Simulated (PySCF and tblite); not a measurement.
Results of a calculation; reference values are marked as such.
Stationary points of C5H13GeN at GFN2-xTB, in Å:

Structure A

```
 1 C     3.052   -0.641   -0.252
 2 C     1.533   -0.596   -0.352
 3 Ge    0.709    0.700    0.908
 4 C    -1.281    0.883    0.615
 5 C    -2.076   -0.434    0.610
 6 C    -2.376   -0.177   -0.875
 7 N    -1.670    1.062   -0.752
 8 H     3.468   -1.353   -0.964
 9 H     3.360   -0.937    0.749
10 H     3.477    0.339   -0.458
11 H     1.239   -0.323   -1.367
12 H     1.125   -1.591   -0.164
13 H     1.052    0.326    2.335
14 H     1.379    2.043    0.712
15 H    -1.687    1.644    1.297
16 H    -1.493   -1.331    0.807
17 H    -2.955   -0.429    1.250
18 H    -3.441   -0.078   -1.125
19 H    -1.922   -0.903   -1.566
20 H    -1.495    1.798   -1.405
```

Structure B

```
 1 C     2.978   -0.667   -0.226
 2 C     1.465   -0.574   -0.370
 3 Ge    0.662    0.732    0.898
 4 C    -1.331    0.913    0.741
 5 C    -2.093   -0.419    0.715
 6 C    -2.244   -0.183   -0.789
 7 N    -1.860    1.213   -0.591
 8 H     3.393   -1.383   -0.934
 9 H     3.246   -0.984    0.780
10 H     3.439    0.302   -0.407
11 H     1.214   -0.282   -1.392
12 H     1.021   -1.558   -0.204
13 H     1.028    0.353    2.315
14 H     1.301    2.083    0.662
15 H    -1.685    1.636    1.483
16 H    -1.540   -1.309    1.011
17 H    -3.039   -0.384    1.250
18 H    -3.246   -0.290   -1.210
19 H    -1.537   -0.776   -1.384
20 H    -1.208    1.603   -1.265
```

Structure C

```
 1 C     3.088   -0.629   -0.170
 2 C     1.572   -0.575   -0.289
 3 Ge    0.730    0.694    0.974
 4 C    -1.219    0.842    0.584
 5 C    -2.054   -0.444    0.653
 6 C    -2.435   -0.172   -0.804
 7 N    -1.420    0.882   -0.876
 8 H     3.511   -1.323   -0.896
 9 H     3.384   -0.954    0.826
10 H     3.520    0.354   -0.345
11 H     1.285   -0.275   -1.298
12 H     1.156   -1.571   -0.127
13 H     0.975    0.286    2.410
14 H     1.378    2.051    0.850
15 H    -1.693    1.672    1.117
16 H    -1.460   -1.347    0.785
17 H    -2.872   -0.444    1.370
18 H    -3.467    0.175   -0.926
19 H    -2.247   -0.981   -1.514
20 H    -1.737    1.770   -1.250
```

Geometries: GFN2-xTB; energies: PBE0/pcSseg-1 + D3(BJ), IEF-PCM benzene; zero-point and thermal terms from GFN2-xTB harmonic modes (soft modes blended into free rotors).

Q: Which structure is a saddle point, and along which motion?

A: A: one imaginary mode (645i cm⁻¹ at GFN2-xTB, mostly on H20, N7), along the pyramidal inversion at N7.

Q: Give their symmetry and energies above the lowest.

A: A C1, 5.8 kcal/mol; B C1, 0.0 kcal/mol; C C1, 0.1 kcal/mol.

Spin–orbit effects of heavy atoms on shieldings are missing.
